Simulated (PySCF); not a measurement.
HSSi, SMILES [Si]=[SH+] (connectivity only; charge and spin as stated), charge +1, multiplicity 1.

Coordinates come from a B3LYP-D3(BJ)/def2-TZVP optimisation. The isomer is the one that the SMILES or the coordinates give; other isomers of the formula were not compared.

Two levels are set side by side: TDA-PBE/def2-TZVPD (PySCF) and ADC(2)/aug-cc-pVDZ (PySCF). Vertical, same geometry; the bases differ. Differences are taken from unrounded values.

| quantity | TDA-PBE |
|---|---|
| lowest singlet excitation (eV) | 3.38 |

**Question.** These are the TDA-PBE values. What does ADC(2) give? (The exact figures need the calculation; the answer reports its results.)

**Answer.** 
```json
[
 {"quantity": "lowest singlet excitation (eV)", "ADC(2)": "3.80", "TDA-PBE minus ADC(2)": "-0.42"}
]
```

Functionals without exact exchange tend to place singlet excitations lower, as here. Differences between two approximate levels are no errors against the true value.

Rough cost on one machine, each run with all the roots and properties that it gave: ADC(2) against TDA-PBE about 2 times.
